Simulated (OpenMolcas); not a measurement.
# Mo²⁺: effect of the basis set

| Quantity | Value |
| --- | --- |
| Program | OpenMolcas |
| Method | SS-CASPT2, IPEA 0.25 Eh, imaginary shift 0.1 Eh (closed shells correlated: 4s 4p) |
| Active space | 4 electrons in 6 orbitals (4d 5s) |
| State averaging | 2S+1 = 5 even, 15 roots; 2S+1 = 3 even, 95 roots kept (CI in the orbitals of an earlier block); 2S+1 = 1 even, 90 roots kept (CI in the orbitals of an earlier block) |
| Spin-orbit coupling | RASSI with atomic mean-field integrals over the reference wave functions, term energies averaged over their components |

A. ANO-RCC-VDZP [6s5p3d1f], DKH2, point nucleus; CASPT2 step of the order of 24 core-seconds
B. ANO-R2 [7s5p4d2f1g], X2C, finite nucleus; CASPT2 step of the order of 70 core-seconds
C. ANO-RCC-VTZP [7s6p4d2f1g], DKH2, point nucleus; CASPT2 step roughly 27 core-seconds
D. ANO-R3 [8s6p5d3f2g1h], X2C, finite nucleus; CASPT2 step roughly 90 core-seconds
E. ANO-RCC-VQZP [8s7p5d3f2g1h], DKH2, point nucleus; CASPT2 step about 100 core-seconds

Energies in cm-1 above 4d4 5D0, the measured ground level; measured values from Sugar and Musgrove, J. Phys. Chem. Ref. Data 17, 155 (1988).

```json
{"Level": "4d4 5D0", "A": "0.0", "B": "0.0", "C": "0.0", "D": "0.0", "E": "0.0", "Measured": "0.0"}
{"Level": "4d4 5D1", "A": "265", "B": "254", "C": "249", "D": "248", "E": "252", "Measured": "242"}
{"Level": "4d4 5D2", "A": "731", "B": "700", "C": "690", "D": "684", "E": "695", "Measured": "668"}
{"Level": "4d4 5D3", "A": "1336", "B": "1279", "C": "1264", "D": "1250", "E": "1269", "Measured": "1224"}
{"Level": "4d4 5D4", "A": "2040", "B": "1952", "C": "1934", "D": "1909", "E": "1936", "Measured": "1872"}
{"Level": "4d4 3P0(1)", "A": "12370", "B": "11790", "C": "12100", "D": "11630", "E": "11600", "Measured": "11149"}
{"Level": "4d4 3P1(1)", "A": "13750", "B": "13070", "C": "13380", "D": "12890", "E": "12870", "Measured": "12510"}
{"Level": "4d4 3H4", "A": "14660", "B": "13770", "C": "13960", "D": "13350", "E": "13330", "Measured": "12680"}
{"Level": "4d4 3H5", "A": "15350", "B": "14390", "C": "14560", "D": "13940", "E": "13930", "Measured": "13276"}
{"Level": "4d4 3F2(1)", "A": "15640", "B": "14890", "C": "15140", "D": "14580", "E": "14610", "Measured": "13929"}
{"Level": "4d4 3F3(1)", "A": "15680", "B": "14920", "C": "15160", "D": "14610", "E": "14620", "Measured": "13948"}
{"Level": "4d4 3P2(1)", "A": "15780", "B": "15010", "C": "15310", "D": "14780", "E": "14790", "Measured": "14358"}
{"Level": "4d4 3H6", "A": "15930", "B": "14930", "C": "15110", "D": "14460", "E": "14460", "Measured": "13811"}
{"Level": "4d4 3F4(1)", "A": "16080", "B": "15290", "C": "15510", "D": "14950", "E": "14970", "Measured": "14296"}
{"Level": "4d4 3G3", "A": "17920", "B": "17030", "C": "17240", "D": "16650", "E": "16650", "Measured": "15871"}
{"Level": "4d4 3G4", "A": "18370", "B": "17490", "C": "17690", "D": "17090", "E": "17090", "Measured": "16283"}
{"Level": "4d4 3G5", "A": "18870", "B": "17920", "C": "18110", "D": "17500", "E": "17510", "Measured": "16714"}
{"Level": "4d4 3D3", "A": "21510", "B": "20640", "C": "20880", "D": "20350", "E": "20330", "Measured": "19488"}
{"Level": "4d4 3D2", "A": "21640", "B": "20740", "C": "20990", "D": "20450", "E": "20430", "Measured": "19577"}
{"Level": "4d4 3D1", "A": "21970", "B": "21080", "C": "21310", "D": "20780", "E": "20760", "Measured": ""}
{"Level": "4d4 1I6", "A": "22740", "B": "21320", "C": "21620", "D": "20640", "E": "20620", "Measured": "20290"}
{"Level": "4d4 1G4(1)", "A": "22850", "B": "22220", "C": "22410", "D": "21760", "E": "21680", "Measured": "20612"}
{"Level": "4d4 1S0(1)", "A": "24490", "B": "24380", "C": "24640", "D": "24000", "E": "23960", "Measured": "22990"}
{"Level": "4d4 1D2(1)", "A": "26030", "B": "24400", "C": "24870", "D": "24050", "E": "24050", "Measured": "22806"}
```

Deviations, from unrounded energies. A percentage is the sum of absolute deviations over the sum of measured energies, with the sign that they share, or ± where signs differ.

| Against measurement | Levels | A | B | C | D | E |
| --- | --- | --- | --- | --- | --- | --- |
| mean absolute deviation (cm-1) | 22 | 1600 | 900 | 1100 | 600 | 590 |
| fine structure of the ground term (%) | 4 | +9.1 | +4.5 | +3.2 | +2.1 | +3.6 |
| other terms of the ground configuration (%) | 18 | +11.9 | +6.7 | +8.2 | +4.4 | +4.4 |

D, E lie about equally close to measurement and A furthest from it. The largest miss of E in the table is 4d4 1D2(1), by +1200 cm-1. The ranking rests on the paired levels alone, and a cruder setting can come out closer through cancelling errors.

The two smallest mean deviations differ by little beside CASPT2's spread within terms, so their order carries little weight.

Among A to E the level of the table that moves most is 4d4 1I6, by 2100 cm-1 (lowest in E, highest in A). Moves below CASPT2's spread within the term are not significant.

CASPT2 does not keep the components of a term degenerate, so their means are used; among the terms shown or strongly mixed into the levels shown the widest spread is 320 cm-1 (4d4 1I, D). Terms from blocks run as CI alone lack orbitals of their own. Configurations are named by rounded mean occupations; where the s occupation lies near a half they are strongly mixed, a name can repeat and a true partner stay unpaired. Some levels mix across a computed gap that differs much from the measured one, so their mixing is not that of the real levels (holds for A). Some terms miss by over 15 % even with CASPT2, which points to a basis or an active space too small for the shells correlated (holds for A). The CASPT2 spread within a term exceeds the gap to the next term for 4d4 1I and 4d4 3D, so the order of their levels is uncertain (holds for D; E). Computed and measured levels are paired by configuration, term and J; levels that our copy of the source lacks, or whose pairing is in doubt (as where it misses far off the trend of its configuration), stay unpaired and out of the deviations. Only configurations of the active space appear. Levels that lie high or do not pair safely by name in every column are left out.

A number in round brackets counts repeated terms of one configuration in the order of the reference energies.
